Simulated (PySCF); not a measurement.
N (nitrogen, neutral) across methods

[He] 2s2 2p3, high-spin 4S determinant. All numbers are calculated (PySCF 2.14, no relativity, point nucleus, in aug-cc-pVTZ).

| method | E (hartree) | mean ε 2s α (eV) | mean ε 2s β (eV) | mean ε 2p α (eV) | Σ⟨r²⟩ (bohr²) | ⟨S²⟩ |
| --- | --- | --- | --- | --- | --- | --- |
| LDA | -54.1326 | -19.636 | -15.296 | -8.407 | 12.64 | 3.753 |
| PW91 | -54.5740 | -19.906 | -15.323 | -8.370 | 12.59 | 3.753 |
| MN15 | -54.5420 | -22.908 | -17.768 | -10.898 | 12.47 | 3.751 |
| r2SCAN | -54.5798 | -21.376 | -15.231 | -8.899 | 12.33 | 3.755 |
| UHF | -54.40116 | -31.663 | -19.781 | -15.531 | 12.11 | 3.758 |
| PBE0 | -54.5426 | -22.938 | -16.833 | -10.216 | 12.39 | 3.753 |
| B3LYP | -54.6029 | -22.156 | -16.848 | -9.777 | 12.46 | 3.754 |
| PBE | -54.5312 | -19.873 | -15.301 | -8.304 | 12.60 | 3.752 |
| BP86 | -54.5917 | -19.906 | -15.527 | -8.352 | 12.56 | 3.753 |
